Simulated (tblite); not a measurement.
Record of a relaxation.

Compound: CH₇AsSSi₂.
Atom-mapped SMILES: `[CH2:1]1[SiH2:2][AsH:3][SiH2:4][S:5]1` (hydrogens: H6, H7 on C1; H8, H9 on Si2; H10 on As3; H11, H12 on Si4)

Computed with GFN2-xTB (tblite), gas phase: L-BFGS steps from a force-field or distance-geometry start until the largest atomic force falls under 0.01 eV/Å. 7 of its 61 geometries are shown.

Step 0: E = -402.3522 eV, largest atomic force 1.534 eV/Å
```
atom  x, y, z in Å  |  force x, y, z in eV/Å
C1     -0.831   -1.305   -0.277   -1.360  -0.570  -0.424
Si2    -1.483    0.403    0.117    0.335   1.376   0.209
As3     0.416    1.770    0.218   -0.155   0.985   0.679
Si4     1.986    0.065    0.333   -0.541   0.905  -0.453
S5      0.676   -1.590    0.633    0.521  -1.338   0.504
H6     -0.747   -1.482   -1.359    0.351  -0.031   0.330
H7     -1.625   -2.009    0.081    0.970   0.151  -0.122
H8     -2.065    0.448    1.484    0.060  -0.137  -0.303
H9     -2.413    0.847   -0.892   -0.453   0.001  -0.275
H10     0.553    2.611   -1.075   -0.056  -0.777   0.044
H11     2.803   -0.030   -0.861    0.286  -0.293  -0.124
H12     2.731    0.271    1.573    0.042  -0.271  -0.065
```

Step 10: E = -402.8969 eV, largest atomic force 0.245 eV/Å
```
atom  x, y, z in Å  |  force x, y, z in eV/Å
C1     -0.831   -1.267   -0.263    0.211   0.121   0.029
Si2    -1.435    0.514    0.100   -0.084   0.107   0.011
As3     0.394    1.951    0.368   -0.097   0.064  -0.006
Si4     1.867    0.152    0.301    0.117   0.035   0.113
S5      0.741   -1.654    0.589   -0.100  -0.174   0.047
H6     -0.673   -1.460   -1.318    0.017   0.029  -0.180
H7     -1.540   -2.001    0.099   -0.082  -0.087   0.071
H8     -2.077    0.443    1.417   -0.104  -0.002   0.084
H9     -2.454    0.848   -0.906    0.069   0.005  -0.011
H10     0.534    2.362   -1.073   -0.002  -0.137  -0.073
H11     2.763   -0.072   -0.830   -0.030   0.066  -0.193
H12     2.712    0.183    1.490    0.085  -0.027   0.109
```

Step 20: E = -402.9460 eV, largest atomic force 0.092 eV/Å
```
atom  x, y, z in Å  |  force x, y, z in eV/Å
C1     -0.803   -1.229   -0.257    0.058  -0.065   0.029
Si2    -1.450    0.533    0.145    0.009   0.011  -0.005
As3     0.397    1.958    0.364   -0.084   0.015  -0.035
Si4     1.884    0.154    0.361   -0.009  -0.003   0.009
S5      0.756   -1.666    0.590   -0.055  -0.021   0.049
H6     -0.644   -1.389   -1.323    0.020   0.076  -0.038
H7     -1.512   -1.982    0.076   -0.052  -0.035   0.009
H8     -2.166    0.443    1.427   -0.003   0.013  -0.017
H9     -2.410    0.860   -0.923    0.051   0.014   0.050
H10     0.518    2.169   -1.126    0.010  -0.022   0.017
H11     2.652    0.014   -0.879    0.061   0.023   0.002
H12     2.780    0.133    1.519   -0.004  -0.006  -0.070
```

Step 30: E = -402.9516 eV, largest atomic force 0.036 eV/Å
```
atom  x, y, z in Å  |  force x, y, z in eV/Å
C1     -0.802   -1.233   -0.250   -0.008  -0.008  -0.009
Si2    -1.454    0.527    0.159    0.011   0.017   0.002
As3     0.387    1.956    0.356   -0.008   0.012  -0.030
Si4     1.875    0.152    0.360    0.009  -0.018   0.000
S5      0.745   -1.668    0.617    0.002   0.022   0.004
H6     -0.624   -1.358   -1.318    0.027   0.016  -0.003
H7     -1.517   -1.994    0.052    0.001  -0.006   0.000
H8     -2.183    0.448    1.433    0.002  -0.003  -0.004
H9     -2.393    0.873   -0.917   -0.013   0.000   0.007
H10     0.515    2.136   -1.138   -0.018  -0.008   0.030
H11     2.659    0.034   -0.876   -0.006  -0.024  -0.005
H12     2.793    0.126    1.496    0.001   0.002   0.008
```

Step 40: E = -402.9536 eV, largest atomic force 0.043 eV/Å
```
atom  x, y, z in Å  |  force x, y, z in eV/Å
C1     -0.794   -1.224   -0.254   -0.017   0.017  -0.010
Si2    -1.460    0.528    0.166    0.011  -0.006   0.013
As3     0.385    1.953    0.349    0.004   0.024  -0.036
Si4     1.879    0.150    0.358   -0.022  -0.026   0.000
S5      0.730   -1.652    0.654    0.022  -0.014   0.008
H6     -0.578   -1.326   -1.318    0.001  -0.005   0.006
H7     -1.510   -1.998    0.015    0.012   0.016  -0.015
H8     -2.184    0.445    1.441    0.003  -0.013   0.009
H9     -2.407    0.882   -0.900   -0.008  -0.006  -0.005
H10     0.487    2.120   -1.148    0.013   0.003   0.018
H11     2.654   -0.006   -0.881   -0.023  -0.003   0.017
H12     2.798    0.128    1.494    0.002   0.011  -0.006
```

Step 50: E = -402.9550 eV, largest atomic force 0.022 eV/Å
```
atom  x, y, z in Å  |  force x, y, z in eV/Å
C1     -0.785   -1.215   -0.259   -0.011   0.008  -0.001
Si2    -1.459    0.531    0.174   -0.007  -0.018  -0.006
As3     0.386    1.958    0.336    0.007   0.010  -0.007
Si4     1.868    0.143    0.365    0.003   0.011  -0.004
S5      0.717   -1.652    0.680    0.003   0.003   0.012
H6     -0.542   -1.300   -1.319   -0.011  -0.005   0.007
H7     -1.508   -1.991   -0.020    0.005   0.000  -0.015
H8     -2.174    0.430    1.454    0.019   0.002   0.000
H9     -2.419    0.878   -0.883   -0.007   0.001  -0.002
H10     0.485    2.114   -1.162    0.009  -0.013   0.016
H11     2.629   -0.039   -0.878   -0.004   0.005  -0.006
H12     2.801    0.143    1.488   -0.005  -0.003   0.006
```

Step 60: E = -402.9555 eV, largest atomic force 0.009 eV/Å
```
atom  x, y, z in Å  |  force x, y, z in eV/Å
C1     -0.784   -1.212   -0.264    0.002  -0.004   0.000
Si2    -1.460    0.531    0.172   -0.004  -0.006  -0.002
As3     0.384    1.961    0.331    0.006   0.005  -0.005
Si4     1.864    0.145    0.368    0.001   0.006   0.003
S5      0.708   -1.646    0.694    0.003  -0.005  -0.002
H6     -0.530   -1.294   -1.321    0.004  -0.001   0.000
H7     -1.506   -1.993   -0.036   -0.007   0.002   0.000
H8     -2.155    0.425    1.462    0.001   0.002   0.000
H9     -2.429    0.876   -0.876   -0.006   0.002   0.003
H10     0.495    2.104   -1.166   -0.002   0.001  -0.002
H11     2.616   -0.043   -0.879    0.001   0.002   0.003
H12     2.799    0.146    1.490    0.000  -0.005   0.001
```

**Question.** Summarise the path.

**Answer.** The energy falls by 0.6033 eV from step 0 to step 60; nine tenths of that is first reached at step 10. It falls at every step. The largest force goes from 1.534 to 0.009 eV/Å. Among the bonds C1–Si2 changes most, from 1.870 to 1.920 Å; the atoms move by 0.217 Å rms after alignment.

**Question.** Follow the three bonds and two angles with the largest change from start to end.

**Answer.** 
```
step  E above end (eV)  largest force (eV/Å)  C1–Si2 (Å)  C1–S5 (Å)  As3–H10 (Å)  Si4–As3–H10 (°)  Si2–As3–H10 (°)
   0            0.6033                 1.534       1.870      1.784        1.549            112.4            110.6
   3            0.2351                 0.993       1.926      1.875        1.521            106.2            105.9
   5            0.1296                 0.640       1.935      1.851        1.517            100.7            100.6
   8            0.0787                 0.318       1.925      1.818        1.512             98.4             98.3
  10            0.0586                 0.245       1.916      1.829        1.505             97.1             97.5
  13            0.0388                 0.287       1.921      1.825        1.502             94.8             96.2
  16            0.0222                 0.189       1.920      1.822        1.506             93.2             95.0
  18            0.0150                 0.228       1.916      1.827        1.508             93.2             94.1
  21            0.0084                 0.088       1.923      1.825        1.508             93.1             93.1
  23            0.0064                 0.123       1.926      1.823        1.506             92.6             93.0
  26            0.0047                 0.036       1.920      1.826        1.507             92.3             93.1
  29            0.0041                 0.040       1.919      1.826        1.511             92.3             93.2
  31            0.0037                 0.029       1.922      1.825        1.509             92.2             93.2
  34            0.0033                 0.041       1.923      1.826        1.505             92.0             93.0
  37            0.0025                 0.069       1.919      1.827        1.506             92.3             92.6
  39            0.0020                 0.037       1.920      1.825        1.509             92.6             92.5
  42            0.0015                 0.038       1.922      1.826        1.508             92.8             92.3
  44            0.0012                 0.044       1.921      1.827        1.506             92.8             92.2
  47            0.0007                 0.029       1.919      1.825        1.507             92.9             92.4
  50            0.0005                 0.022       1.921      1.825        1.509             92.9             92.7
  52            0.0003                 0.034       1.920      1.827        1.509             92.8             92.7
  55            0.0001                 0.012       1.919      1.826        1.508             92.5             92.7
  57            0.0001                 0.017       1.919      1.824        1.508             92.5             92.8
  60            0.0000                 0.009       1.920      1.825        1.508             92.5             92.8
```

What follows is the cost of the whole relaxation. Time: 0.66 s of wall time. Hardware: an Arm Neoverse N1 with one thread, shared host.
